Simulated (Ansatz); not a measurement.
F3H3Si2 (`F[Si](F)(F)[SiH3]`), 8 atoms. The species carries charge 0 and has multiplicity 1. All runs use 4 threads of a server CPU on a shared host. Correlated methods freeze the cores.

(1) Give the basis size and wall time and peak host memory of each of these runs in Ansatz. RKS PBE0-D4/def2-QZVPP energy; RKS BHLYP-D4/def2-TZVPP energy; RKS ωB97M-V/def2-SVP energy; RKS ωB97M-V/def2-QZVPP energy; RKS PBE0-D4/def2-TZVPP energy; RKS PBE0-D4/def2-TZVP frequencies; RKS r2SCAN-D4/def2-TZVPP energy and forces; direct RPA on PBE orbitals/def2-TZVPP energy; RKS PBE0-D4/def2-SVP energy; RKS CAM-B3LYP-D4/def2-TZVPP energy; RHF-MP2/def2-QZVPP energy; RKS PBE0-D4/def2-TZVP relaxation (5 steps). (An estimate is asked.)

Results:

(1) Ansatz gave: Other jobs shared the machine, so times are rough.

```json
{"level": "RKS PBE0-D4/def2-SVP", "job": "energy", "functions": "93", "wall time": "1.4 s", "peak host memory (GiB)": "0.17"}
{"level": "RKS PBE0-D4/def2-TZVPP", "job": "energy", "functions": "219", "wall time": "3.5 s", "peak host memory (GiB)": "0.5"}
{"level": "RKS BHLYP-D4/def2-TZVPP", "job": "energy", "functions": "219", "wall time": "3.6 s", "peak host memory (GiB)": "0.52"}
{"level": "RKS CAM-B3LYP-D4/def2-TZVPP", "job": "energy", "functions": "219", "wall time": "4 s", "peak host memory (GiB)": "0.56"}
{"level": "direct RPA on PBE orbitals/def2-TZVPP", "job": "energy", "functions": "219", "wall time": "6 s", "peak host memory (GiB)": "0.43"}
{"level": "RKS r2SCAN-D4/def2-TZVPP", "job": "energy and forces", "functions": "219", "wall time": "6 s", "peak host memory (GiB)": "0.29"}
{"level": "RKS ωB97M-V/def2-SVP", "job": "energy", "functions": "93", "wall time": "6.5 s", "peak host memory (GiB)": "0.27"}
{"level": "RKS PBE0-D4/def2-QZVPP", "job": "energy", "functions": "401", "wall time": "9 s", "peak host memory (GiB)": "1.3"}
{"level": "RHF-MP2/def2-QZVPP", "job": "energy", "functions": "401", "wall time": "19 s", "peak host memory (GiB)": "1.8"}
{"level": "RKS ωB97M-V/def2-QZVPP", "job": "energy", "functions": "401", "wall time": "21 s", "peak host memory (GiB)": "1.5"}
{"level": "RKS PBE0-D4/def2-TZVP", "job": "relaxation (5 steps)", "functions": "185", "wall time": "24 s", "peak host memory (GiB)": "0.44"}
{"level": "RKS PBE0-D4/def2-TZVP", "job": "frequencies", "functions": "185", "wall time": "2.1 min", "peak host memory (GiB)": "0.47"}
```
